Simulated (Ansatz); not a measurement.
System: C₂H₇Si, net charge -1, singlet state. It need not be the lowest isomer of its formula. Whether it binds its extra electron was not tested at this geometry. 
Geometry from a B3LYP-D3(BJ)/def2-TZVP (Ansatz, an electronic-structure program) optimisation:
SMILES: C[CH-][SiH3]
```xyz
10

C     -1.6923    -0.5338     0.2343
C     -0.4956     0.3430     0.5203
Si     1.0646     0.1464    -0.2960
H     -2.3363    -0.2397    -0.6245
H     -2.3796    -0.6068     1.0952
H     -1.3808    -1.5659     0.0164
H     -0.7362     1.3505     0.8653
H      1.5742    -1.2815    -0.2690
H      2.1423     1.0005     0.3253
H      1.3398     0.4381    -1.7925
```
Charge -1, spin multiplicity 1.

Basis-set convergence of Hartree-Fock and CCSD correlation energies (hartree) with Ansatz. Cores are frozen in the correlated levels unless marked. No spin-orbit coupling. No relativistic terms.

```json
[
 {"basis": "aug-cc-pV(D+d)Z", "functions": "141", "E(HF)": "-368.68225", "E(corr, CCSD)": "-0.48602"},
 {"basis": "aug-cc-pV(T+d)Z", "functions": "308", "E(HF)": "-368.71537", "E(corr, CCSD)": "-0.55902"},
 {"basis": "aug-cc-pV(Q+d)Z", "functions": "571", "E(HF)": "-368.72353", "E(corr, CCSD)": "-0.57959"}
]
```

Extrapolating the two largest sets (X = 3 and 4) as X^-3: E(corr) = (64·(-0.57959) - 27·(-0.55902))/37 = -0.5946 Eh, an estimate of the basis-set limit. The largest set recovers 97.5 % of it, the smallest 81.7 %.
